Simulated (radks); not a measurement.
Question: The neodymium ion Nd0.7+, configuration [Ar] 3d10 4s2 4p(up 3, down 2.3) 4d10 4f4 5s2 5p6 6s2 (fractional occupations, a model configuration). Calculated with a radial shooting solver on a logarithmic mesh with Libxc functionals: scalar-relativistic Kohn-Sham, LDA (Slater exchange, Perdew-Wang correlation), spin-polarised, spherical densities, finite nucleus; open shells are filled with parallel spins first (spin-orbit coupling, left out, can overturn this in heavy ions); Fermi nuclear charge, rms radius 4.9123 fm. Some entries of the table are withheld. Estimate them.

| orbital | occ. | eigenvalue (eV) | <r> (bohr) |
|---|---|---|---|
| 1s up | 1 | -43371.61 | 0.02365 |
| 1s down | 1 | -43371.26 | 0.02365 |
| 2s up | 1 | -7028.811 | 0.1010 |
| 2s down | 1 | -7028.543 | 0.1010 |
| 2p up | 3 | -6288.855 | 0.08882 |
| 2p down | 3 | -6288.517 | 0.08882 |
| 3s up | 1 | -1535.453 | 0.2667 |
| 3s down | 1 | -1533.860 | 0.2665 |
| 3p up | 3 | -1301.960 | 0.2647 |
| 3p down | 3 | -1300.350 | 0.2646 |
| 3d up | 5 | -976.9246 | 0.2418 |
| 3d down | 5 | -975.5951 | 0.2416 |
| 4s up | 1 | -315.9432 | 0.6062 |
| 4s down | 1 | -311.8177 | 0.6063 |
| 4p up | 3 | -239.1572 | 0.6413 |
| 4p down | 2.3 | -235.0767 | 0.6416 |
| 4d up | 5 | -129.8309 | 0.7020 |
| 4d down | 5 | -125.8873 | 0.7036 |
| 5s up | 1 | (1) | 1.439 |
| 5s down | 1 | (2) | 1.456 |
| 5p up | 3 | -30.2245 | 1.669 |
| 5p down | 3 | -28.8158 | 1.697 |
| 4f up | 4 | -13.4329 | 0.9736 |
| 4f down | 0 | -10.1751 | 1.023 |
| 6s up | 1 | -7.9504 | 3.837 |
| 6s down | 1 | -7.7525 | 3.899 |

Answer: 
(1) 5s up eigenvalue (eV): -49.4862
(2) 5s down eigenvalue (eV): -47.6180
